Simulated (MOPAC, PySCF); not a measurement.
H3BCl2Si, SMILES `B([SiH3])(Cl)Cl`, neutral singlet in the gas phase. 

Cartesian coordinates (Å):
SMILES: [SiH3]B(Cl)Cl
```xyz
7

Si    -0.9028    -0.0230     0.0203
B      1.1182    -0.0117    -0.0309
Cl     1.9735     1.5209     0.0130
Cl     2.0553    -1.4912    -0.1139
H     -1.4262     0.7879    -1.1244
H     -1.4603    -1.4069    -0.0562
H     -1.3576     0.6241     1.2921
```
Charge 0, spin multiplicity 1.

All levels are single points at this geometry (PBE-D3(BJ)/def2-TZVP); Pople sets use spherical d functions. Orbital energies aren't observables, and empty levels follow the basis.

AM1 in MOPAC gives gap (eV) = 9.84.

### Question
Estimate the gap (eV) from each of these levels: PBE-D3(BJ)/def2-TZVP in PySCF; B3LYP/6-311+G** in PySCF; B3LYP/LANL2DZ in PySCF; BP86/6-31G* in PySCF; PM6 in MOPAC.

### Answer

| level | gap (eV) |
|---|---|
| PBE-D3(BJ)/def2-TZVP in PySCF | 4.01 |
| B3LYP/6-311+G** in PySCF | 5.84 |
| B3LYP/LANL2DZ in PySCF | 6.05 |
| BP86/6-31G* in PySCF | 4.12 |
| PM6 in MOPAC | 8.33 |
